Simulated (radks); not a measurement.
Au60+, 19 electrons, occupied as [Ar] 3d1 (the NIST ground configuration). All-electron calculation, non-relativistic Kohn-Sham, TPSS, spin-polarised, spherical densities, point nucleus; open shells are filled with parallel spins first (spin-orbit coupling, left out, can overturn this in heavy ions); meta-GGA in the generalised Kohn-Sham scheme; relativity is left out, which matters for an element this heavy. Program: a radial shooting solver on a logarithmic mesh with Libxc functionals.

Radial electron density D(r) = 4 pi r^2 rho(r):

```
   r/bohr * D(r) (the largest magnitude, 129, reaches the edge; | marks zero)
0.0009808 | *
 0.001097 | *
 0.001227 | *
 0.001362 |  *
 0.001523 |  *
 0.001703 |   *
  0.00189 |    *
 0.002114 |     *
 0.002346 |      *
 0.002624 |        *
 0.002935 |         *
 0.003256 |           *
 0.003642 |             *
 0.004074 |                *
 0.004521 |                  *
 0.005056 |                     *
  0.00561 |                        *
 0.006275 |                           *
 0.007019 |                              *
 0.007788 |                                 *
 0.008711 |                                    *
 0.009666 |                                      *
  0.01081 |                                        *
  0.01209 |                                          *
  0.01342 |                                          *
  0.01501 |                                          *
  0.01679 |                                          *
  0.01863 |                                         *
  0.02083 |                                        *
  0.02312 |                                       *
  0.02586 |                                      *
  0.02892 |                                       *
  0.03209 |                                         *
   0.0359 |                                            *
  0.04015 |                                                *
  0.04455 |                                                   *
  0.04983 |                                                      *
  0.05529 |                                                      *
  0.06185 |                                                    *
  0.06917 |                                               *
  0.07676 |                                         *
  0.08585 |                                  *
  0.09526 |                            *
   0.1066 |                        *
   0.1192 |                       *
   0.1322 |                        *
   0.1479 |                          *
   0.1654 |                           *
   0.1836 |                         *
   0.2053 |                     *
   0.2278 |               *
   0.2548 |          *
    0.285 |     *
   0.3163 |  *
   0.3538 |*
   0.3957 *
   0.4391 *
   0.4911 *
   0.5449 *
   0.6095 *
```

D(r) has 3 maxima, at r = 0.0143, 0.0536, 0.162 bohr, and minima at 0.0252, 0.117 bohr, inside which lie 1.97, 10.68 electrons.
